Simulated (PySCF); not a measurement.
## Spin states of YF

Unrestricted PBE0; Y def2-TZVPP with ECP28, F def2-TZVPP; scalar-relativistic core potentials (PySCF 2.14). Outer shells of the fragments: Y 4d1 5s2; F 2s2 2p5.

Followed along the bond (rough minima from three points):

```tsv
2Ms+1	unpaired	⟨S²⟩ at the start	R at minimum (Å)	Te (eV)
1	none	0.00	1.93	0.00
3	σ ↑, δ ↑	2.00	1.97	0.59
1	σ ↓, δ ↑	1.00	1.97	1.02
3	σ ↑, π ↑	2.00	1.98	1.09
1	σ ↑, π ↓	1.00	1.99	1.47
3	σ ↑↑	2.00	2.00	1.59
```

Solutions found at the starting distance of 2.080 Å, counted from the lowest of them; the search is not exhaustive and high or unbound solutions are not listed, so other states can lie among these:

```
2Ms+1  unpaired   term  E (eV)  ⟨S²⟩  ⟨Lz²⟩  μ (D)
    1      none    ¹Σ⁺    0.00  0.00   0.00  -2.71
    3  σ ↑, δ ↑     ³Δ    0.48  2.00   4.01  -3.89
    1  σ ↓, δ ↑  mixed    0.91  1.00   4.00  -2.93
    3  σ ↑, π ↑     ³Π    0.94  2.00   1.01  -2.01
    1  σ ↑, π ↓  mixed    1.32  1.00   1.22  -2.79
    3      σ ↑↑    ³Σ⁺    1.40  2.00   0.00  -0.21
```

A term symbol is given only where ⟨S²⟩ and ⟨Lz²⟩ are close to those of a pure state; real π, δ and φ orbitals otherwise mix terms. A positive dipole means Y(−)F(+).

Q: Compare the gap between the two lowest followed solutions at the starting distance with the gap between their minima.

A: At PBE0 the second solution (triplet, unpaired electrons σ ↑, δ ↑) lies +0.48 eV from the first (singlet, closed shell) at 2.080 Å and +0.59 eV at the minima; the two curves relax by different amounts, since their minima lie near 1.97 and 1.93 Å.

Spin–orbit coupling is left out.
